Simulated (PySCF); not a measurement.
Mapped SMILES: `[CH3:1]/[C:2]([SiH3:3])=[CH:4]/[F:5]`; H(Xn) means a hydrogen on atom n.

GIAO PBE0/pcSseg-1 shifts (PySCF 2.14, gas phase, non-relativistic, equivalent atoms averaged), each against references optimised in the same way as the molecule (TMS, CFCl3).

On the GFN2-xTB geometry: C4 164.5, C2 113.1, C1 18.8, Si3 -80.9, F5 -102.7, H(C4) 7.19, H(Si3) 4.20, H(C1) 1.82 ppm.

**Question.** What changes on the PBE0-D3(BJ)/def2-SVP geometry?

**Answer.** 
```csv
atoms,δ (ppm),change
C4,164.3,-0.2
C2,110.8,-2.3
C1,17.8,-1.0
Si3,-76.8,+4.1
F5,-95.0,+7.7
H(C4),6.97,-0.22
H(Si3),4.17,-0.03
H(C1),1.73,-0.09
```

Unscaled 19F shifts against computed CFCl3 carry errors that often reach 10 to 50 ppm.

Bonds between heavy atoms that differ most (equivalent bonds averaged): C4–F5 1.351 → 1.336 Å, C2–Si3 1.896 → 1.884 Å, C2–C4 1.321 → 1.333 Å, C1–C2 1.496 → 1.502 Å. Mean change of bonds to hydrogen: C–H +0.013 Å, Si–H +0.031 Å.
